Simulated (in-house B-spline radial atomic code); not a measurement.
A fraction x of an electron is removed from 2p in Mg⁵⁺, starting from [He] 2s2 2p3 and keeping the highest spin. Computed with an all-electron radial atomic-structure program (B-spline basis): scalar-relativistic (X2C) TPSSh, spin-polarised, spherical fractional occupations, Fermi nucleus of rms radius 3.057 fm.

Caution: exact exchange at fractional occupations of open shells leaves self-interaction of up to several eV.

```tsv
x	E(x) - E(0) (eV)	2p up level (eV)
0	0.0000	-171.316
0.01	1.7149	-171.667
0.2	34.9689	-178.388
0.37	65.8105	-184.464
0.38	67.6569	-184.824
0.5	90.0951	-189.150
0.52	93.8853	-189.874
0.72	132.5871	-197.156
0.82	152.4859	-200.824
0.96	180.9625	-205.990
1	189.2318	-207.473
```

The exact functional would give a straight line between the two integer points. Deviations E(x) - E(0) - x[E(1) - E(0)], in eV: -0.177 at x = 0.01, -2.877 at x = 0.2, -4.205 at x = 0.37, -4.251 at x = 0.38, -4.521 at x = 0.5, -4.515 at x = 0.52, -3.66 at x = 0.72, -2.684 at x = 0.82, -0.7 at x = 0.96.

The curve lies below the straight line by up to 4.521 eV (at x = 0.5): convex, the delocalisation error, to which spherically averaged exact exchange adds.

Question: How well does Slater's transition state (minus the level at half occupation) give the ionisation energy?

Answer: It gives 189.150 eV against 189.232 eV from the two total energies; NIST lists 186.76 eV, ground level to ground level. The end point has an open shell averaged over its orbitals, so its exact exchange keeps a self-interaction and this is no true integer point.
